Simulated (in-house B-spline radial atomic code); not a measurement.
## Ionising Sr⁵⁺ with different functionals

Computed with a radial B-spline atomic code at the basis-set limit: scalar-relativistic (spin-free X2C) Hamiltonian, Fermi nucleus of rms radius 4.224 fm, spin-polarised at highest spin, spherical fractional occupations for the functionals, and exact exchange of hybrids averaged over the configuration. The ionisation energy is the difference of two self-consistent energies, [Ar] 3d10 4s2 4p3 → [Ar] 3d10 4s2 4p2, without Breit or QED terms; ε is the level of the shell that loses the electron (its least bound occupied spin orbital). There is no spin-orbit coupling in this Hamiltonian.

```csv
method,rung,ΔSCF (eV),-ε(4p) (eV)
PBE0,global hybrid,89.32,83.66
B3LYP,global hybrid,89.19,83.07
TPSSh,global hybrid,?,?
BHandHLYP,global hybrid,89.18,85.49
r2SCAN0,global hybrid,89.81,84.22
B97-1,global hybrid,89.18,83.20
HSE06,range-separated hybrid,89.25,83.18
wB97X,range-separated hybrid,89.00,86.08
CAM-B3LYP,range-separated hybrid,89.16,84.98
LC-wPBE,range-separated hybrid,?,?
```

Problem. What does TPSSh give?

Solution. ΔSCF 89.42 eV, and -ε(4p) = 82.59 eV.

Problem. What does LC-wPBE give?

Solution. ΔSCF 89.26 eV, and -ε(4p) = 86.61 eV.

Problem. Among the functionals, which spreads more, the ΔSCF values or the orbital energies?

Solution. The orbital energies: ΔSCF values span about 0.81 eV and the orbital energies 4.02 eV; here energy differences depend much less on the functional than eigenvalues do.

Problem. How do they compare with the NIST value?

Solution. NIST lists 88 eV ± 2 (tabulated theory, ground level to ground level). Errors run from +1.00 to +1.81 eV; all lie within about twice that uncertainty, so the table can't rank the methods.
